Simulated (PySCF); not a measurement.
niobium atom (Nb), sextet (core potentials on Nb); PySCF with SVWN5/def2-TZVP.

Here is a job for PySCF.
```python
from pyscf import gto, scf, dft

mol = gto.M(
    atom='''
Nb    0.000000    0.000000    0.000000
''',
    basis='def2-tzvp',
    ecp={'Nb': 'def2-tzvp'},
    charge=0,
    spin=5,
    verbose=4,
)

mf = dft.UKS(mol)
mf.xc = 'lda,vwn'
mf = mf.newton()
mf.kernel()
mf.analyze()
```

What the program printed (banner, timings and long lists left out):

```
PySCF version 2.14.0

[INPUT] verbose = 4
[INPUT] num. atoms = 1
[INPUT] num. electrons = 13
[INPUT] charge = 0
[INPUT] spin (= nelec alpha-beta = 2S) = 5
[INPUT] symmetry False subgroup None
[INPUT] Mole.unit = angstrom
[INPUT] Symbol           X                Y                Z      unit          X                Y                Z       unit  Magmom
[...]
nuclear repulsion = 0
number of shells = 14
number of NR pGTOs = 60
number of NR cGTOs = 40
basis = def2-tzvp
ecp = {'Nb': 'def2-tzvp'}

******** <class 'pyscf.soscf.newton_ah.SecondOrderUKS'> ********
method = SecondOrderUKS
initial guess = minao
damping factor = 0
level_shift factor = 0
DIIS = <class 'pyscf.scf.diis.CDIIS'>
diis_start_cycle = 1
diis_space = 8
diis_damp = 0
SCF conv_tol = 1e-09
SCF conv_tol_grad = None
SCF max_cycles = 50
direct_scf = True
direct_scf_tol = 1e-13
number electrons alpha = 9  beta = 4
XC library pyscf.dft.libxc version 7.1.2
    S. Lehtola, C. Steigemann, M. J. T. Oliveira, and M. A. L. Marques,  SoftwareX 7, 1–5 (2018)
XC functionals = lda,vwn
    P. A. M. Dirac,  Math. Proc. Cambridge Philos. Soc. 26, 376 (1930)
    F. Bloch,  Z. Phys. 57, 545 (1929)
    S. H. Vosko, L. Wilk, and M. Nusair,  Can. J. Phys. 58, 1200 (1980)
radial grids:
    Treutler-Ahlrichs [JCP 102, 346 (1995); DOI:10.1063/1.469408] (M4) radial grids

becke partition: Becke, JCP 88, 2547 (1988); DOI:10.1063/1.454033
pruning grids: <function nwchem_prune>
grids dens level: 3
symmetrized grids: False
atomic radii adjust function: <function treutler_atomic_radii_adjust>
small_rho_cutoff = 0
******** <class 'pyscf.dft.uks.UKS'> Newton solver flags ********
SCF tol = 1e-09
conv_tol_grad = None
max. SCF cycles = 50
direct_scf = True
direct_scf_tol = 1e-13
max_cycle_inner = 12
max_stepsize = 0.05
ah_start_tol = 1e+09
ah_level_shift = 0
ah_conv_tol = 1e-12
ah_lindep = 1e-14
ah_start_cycle = 1
ah_max_cycle = 40
ah_grad_trust_region = 2.5
kf_interval = 4
kf_trust_region = 5
canonicalization = True
Set conv_tol_grad to 3.16228e-05
tot grids = 22440

Initial guess E= -55.923979770772  |g|= 1.14537
macro= 0  E= -56.6246364229801  delta_E= -0.700657  |g|= 0.323723  3 KF 17 JK
macro= 1  E= -56.6325694148515  delta_E= -0.00793299  |g|= 0.00129451  2 KF 8 JK
macro= 2  E= -56.6325694182585  delta_E= -3.40702e-09  |g|= 4.65835e-05  1 KF 4 JK
macro= 3  E= -56.6325694182585  delta_E= -4.26326e-14  |g|= 6.06142e-06  1 KF 2 JK
Canonicalize SCF orbitals
macro X = 4  E=-56.6325694182585  |g|= 6.06142e-06  total 8 KF 36 JK

converged SCF energy = -56.6325694182585  <S^2> = 8.750209  2S+1 = 6.0000697
**** SCF Summaries ****
Total Energy =                         -56.632569418258527
Nuclear Repulsion Energy =               0.000000000000000
One-electron Energy =                  -96.947613059887061
Two-electron Energy =                   40.315043641628534
Two-electron Coulomb Energy =           47.135581874245020
DFT Exchange-Correlation Energy =       -6.820538232616483
**** MO energy ****
                             alpha | beta                alpha | beta
[...]
spin_pop of  0 Nb 4s        0.00090
spin_pop of  0 Nb 5s        0.00001
spin_pop of  0 Nb 6s        0.00042
spin_pop of  0 Nb 7s       -0.00139
spin_pop of  0 Nb 8s       -0.00001
spin_pop of  0 Nb 9s        0.00008
spin_pop of  0 Nb 4px       0.00495
spin_pop of  0 Nb 4py      -0.00655
spin_pop of  0 Nb 4pz      -0.00655
spin_pop of  0 Nb 5px      -0.00489
spin_pop of  0 Nb 5py       0.00311
spin_pop of  0 Nb 5pz       0.00311
spin_pop of  0 Nb 6px      -0.00060
spin_pop of  0 Nb 6py       0.00085
spin_pop of  0 Nb 6pz       0.00085
spin_pop of  0 Nb 7px       0.00055
spin_pop of  0 Nb 7py       0.00259
spin_pop of  0 Nb 7pz       0.00259
spin_pop of  0 Nb 4dxy      0.25987
spin_pop of  0 Nb 4dyz      0.25987
spin_pop of  0 Nb 4dz^2     0.25987
spin_pop of  0 Nb 4dxz      0.25987
spin_pop of  0 Nb 4dx2-y2    0.99055
spin_pop of  0 Nb 5dxy      0.64887
spin_pop of  0 Nb 5dyz      0.64887
spin_pop of  0 Nb 5dz^2     0.64887
spin_pop of  0 Nb 5dxz      0.64887
spin_pop of  0 Nb 5dx2-y2    0.00857
spin_pop of  0 Nb 6dxy      0.09127
spin_pop of  0 Nb 6dyz      0.09127
spin_pop of  0 Nb 6dz^2     0.09127
spin_pop of  0 Nb 6dxz      0.09127
spin_pop of  0 Nb 6dx2-y2    0.00088
spin_pop of  0 Nb 4f-3     -0.00000
spin_pop of  0 Nb 4f-2     -0.00000
spin_pop of  0 Nb 4f-1     -0.00000
spin_pop of  0 Nb 4f+0     -0.00000
spin_pop of  0 Nb 4f+1     -0.00000
spin_pop of  0 Nb 4f+2     -0.00000
spin_pop of  0 Nb 4f+3     -0.00000
In total             9.00000 | 4.00000
Dipole moment(X, Y, Z, Debye): -0.00000, -0.00000, -0.00000
```
